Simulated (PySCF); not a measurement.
# Molecular orbitals of TiP

PBE at R = 2.155 Å; Ti def2-TZVPP, P def2-TZVPP; no relativity (PySCF 2.14). State: ²Δ (doublet), unpaired electrons δ ↑. Only the outer orbitals are listed, counted within each symmetry.

```
spin  orbital  occ.  ε (eV)  on Ti (%)           main shells (%)
   α       3π     1  -37.04        100                  100 Ti p
   α       3π     1  -37.04        100                  100 Ti p
   α       8σ     1  -36.84         99                   99 Ti p
   α       9σ     1  -11.58         13                    87 P s
   α      10σ     1   -4.82         40  56 P p, 18 Ti s, 17 Ti d
   α       4π     1   -4.48         53           49 Ti d, 46 P p
   α       4π     1   -4.48         53           49 Ti d, 46 P p
   α       1δ     1   -3.66        100                  100 Ti d
   α      11σ     0   -3.68         98          56 Ti s, 38 Ti d
   α       1δ     0   -2.73        100                  100 Ti d
   α       5π     0   -2.40         72  40 Ti d, 31 Ti p, 28 P p
   β       8σ     1  -36.20         99                   99 Ti p
   β       3π     1  -35.75        100                  100 Ti p
   β       3π     1  -35.75        100                  100 Ti p
   β       9σ     1  -11.90         11                    89 P s
   β      10σ     1   -4.76         30  68 P p, 16 Ti d, 12 Ti s
   β       4π     1   -4.43         33           66 P p, 28 Ti d
   β       4π     1   -4.43         33           66 P p, 28 Ti d
   β      11σ     0   -3.08         99          67 Ti s, 26 Ti d
   β       1δ     0   -2.29         99                  100 Ti d
   β       5π     0   -1.83         83  60 Ti d, 23 Ti p, 16 P p
```

Q: Which are the highest filled and the lowest empty level, where do they sit, and how wide is the gap?

A: Highest filled α 1δ at -3.66 eV (in %: 100 Ti d); lowest empty α 11σ at -3.68 eV (in %: 56 Ti s, 38 Ti d); the gap at PBE is -0.02 eV.

The bond order (Mayer) is 3.10. The ⟨S²⟩ is 0.861, the charge on Ti (Mulliken, basis-dependent) is 0.37 and the charge on Ti (Löwdin, basis-dependent) is -0.22. The dipole moment (positive dipole means Ti(−)P(+)) is -5.95 D, the polarisability along the bond is 136.2 bohr³ and the polarisability across the bond is 65.1 bohr³.

Counting both spins, an empty level lies below a filled one in this solution, because spin and occupation are held. The state is the lowest single determinant that the PBE0 search found; with open d or f shells the true ground state can be another one.
